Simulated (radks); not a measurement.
The numbers below are computed, except where a source is named.
These are the eigenvalues of the occupied orbitals of an atom or ion with whole-number occupations (hartree). Code: a radial shooting solver on a logarithmic mesh with Libxc functionals. Model: scalar-relativistic Kohn-Sham, r2SCAN, spin-polarised, spherical densities, finite nucleus; meta-GGA in the generalised Kohn-Sham scheme; Fermi nuclear charge, rms radius of each element as measured or else 0.836 A^(1/3) + 0.57 fm.

1s down: -2402.076
1s up: -2402.076
2s up: -412.0128
2s down: -412.0108
2p up: -361.7347
2p down: -361.7333
3s down: -94.49377
3s up: -94.49344
3p down: -79.39977
3p up: -79.39958
3d up: -61.50426
3d down: -61.50354
4s up: -19.51043
4s down: -19.50967
4p up: -14.53711
4p down: -14.53655
4d up: -8.07677
4d down: -8.07597
5s up: -2.88015
5s down: -2.86451
5p up: -1.69903
5p down: -1.67475
4f up: -0.97470
4f down: -0.97082
6s up: -0.44829
6s down: -0.42868
5d up: -0.40408

Which element is it, and in what charge state? The configuration may be excited. Open shells, if any, are filled with parallel spins first.

Answer. Z = 72, hafnium, charge +1: Hf+ in [Xe] 4f14 5d1 6s2. The list shows which subshells hold electrons but not how many an open one holds; the 1s level, -2402.1 hartree, gives Z - s = 69.3 by -(Z - s)^2/2, which with screening and relativity narrows Z to a few neighbours, and the depths of the outer levels then fix element, charge and occupations together.
